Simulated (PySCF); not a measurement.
GeI3, SMILES [I][Ge]([I])[I] (connectivity only; charge and spin as stated), charge +1, multiplicity 1.

The structure is a stationary point at r2SCAN-D4/def2-SVP. The multiplicity is an assumed one; other spin states were not compared. The isomer is the one that the SMILES or the coordinates give; other isomers of the formula were not compared. The def2 effective core potentials stand for the cores of I; spin–orbit coupling is left out.

Calculation: B3LYP/def2-TZVP in PySCF.

Computed frontier levels, gap, dipole moment and polarisability:
```yaml
highest_occupied_level: -12.26 eV
lowest_empty_level: -8.41 eV
orbital_gap: 3.84 eV
dipole_moment_about_the_centre_of_nuclear_charge: 0.00 D
mean_static_polarisability: 125.3 bohr³ (18.56 Å³)
polarisability_principal_values: 71.3, 152.3, 152.3 bohr³
```
